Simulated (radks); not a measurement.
The numbers below are computed, except where a source is named.
Q: The mean radii <r> (bohr) of the occupied orbitals of an atom or ion are listed with their occupations. Code: a radial shooting solver on a logarithmic mesh with Libxc functionals. Model: non-relativistic Kohn-Sham, exchange-only PBE, spin-polarised, spherical densities, point nucleus.

orbital  occ.      <r>
1s          2  0.02104
2s          2  0.08903
2p          6  0.07534
3s          2   0.2268
3p          6   0.2167
3d         10   0.1904
4s          2   0.5081
4p          6   0.5166
4d         10   0.5377
5s          2    1.224
5p          6    1.352
4f         14   0.6472

Name the element and its charge. Open shells, if any, are filled with parallel spins first.

A: Z = 72, hafnium, charge +4: Hf4+ in [Xe] 4f14. The 1s radius gives Z: for a bare nucleus <r> = 1.5/Z, 0.02083 bohr for Z = 72, and screening makes it slightly larger (0.02104 here). The occupations add up to 68, and the charge is Z minus that.
